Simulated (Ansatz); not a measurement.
Calculated with Ansatz (gas phase, PBE0-D4/def2-TZVP geometries, no zero-point term in ΔE). CCSD(T)/CBS is the MP2 limit (def2-TZVPP, def2-QZVPP) plus CCSD(T) − MP2 in def2-TZVPP, frozen cores. This one scheme is used for every species. Functionals use def2-TZVPP. Elements past krypton have def2 core potentials. For Sn outer-core shells are correlated without core-valence functions, which leaves a few kJ/mol of doubt a bond. One conformer a species, not always the lowest.

Reaction (formal hydrolysis of the Sn–Si bond): `C[SiH2][SnH2][SH]` + H₂O → `[OH][SnH2][SH]` + `C[SiH3]`

`C[SiH2][SnH2][SH]`:

Cartesian coordinates in Å:
```
C 1.768 0.542 -0.529
Si 0.731 -0.929 -0.011
Sn -1.754 -0.315 -0.169
S -2.024 1.735 1.095
H 1.495 1.421 0.059
H 2.830 0.338 -0.379
H 1.608 0.775 -1.583
H 0.999 -1.296 1.408
H 1.016 -2.123 -0.854
H -2.272 0.135 -1.733
H -2.836 -1.482 0.459
H -1.561 1.198 2.236
```

H₂O:

Z-matrix (Å, degrees):
```
O
H 1 0.960
H 1 0.960 2 105.1
```

`[OH][SnH2][SH]`:

```xyz
7

O    -0.276   -1.278   -1.137
Sn    0.537   -0.212    0.298
S    -0.948    1.591    0.842
H    -1.201   -1.475   -0.973
H     0.678   -1.143    1.718
H     1.990    0.323   -0.399
H    -0.779    2.193   -0.347
```

`C[SiH3]`:

```xyz
8

C    -0.096   -0.939    0.289
Si    0.086    0.840   -0.259
H     0.658   -1.193    1.038
H     0.023   -1.619   -0.557
H    -1.081   -1.111    0.728
H    -0.074    1.765    0.896
H    -0.944    1.185   -1.277
H     1.428    1.072   -0.858
```

```csv
species,ωB97M-V energy (Eh)
`C[SiH2][SnH2][SH]`,-944.83315
H₂O,-76.43342
`[OH][SnH2][SH]`,-690.09788
`C[SiH3]`,-331.16718
```

Question: Work out ΔE.

Answer: ΔE = (-690.09788) + (-331.16718) − (-944.83315) − (-76.43342) = 0.00151 Eh = +0.9 kcal/mol. CCSD(T)/CBS gives +2.1 kcal/mol.

Largest T1 diagnostic among the species: 0.013.

From PBE to PBE0 (25 % exact exchange), in def2-TZVPP and without D4, ΔE moves by +0.8 kcal/mol. The D4 term adds +2.2 kcal/mol with B3LYP and +1.4 kcal/mol with PBE0; it sums over pairs of atoms, weighted by their polarisabilities, and B3LYP, whose exchange is more repulsive, gets the larger term. In def2-TZVPP, CCSD(T) changes the Hartree–Fock value by +4.4 kcal/mol (the triples alone add +0.2 kcal/mol) and MP2 by +4.6 kcal/mol.

B3LYP here is the variant with VWN-RPA as its local correlation; programs differ in this.
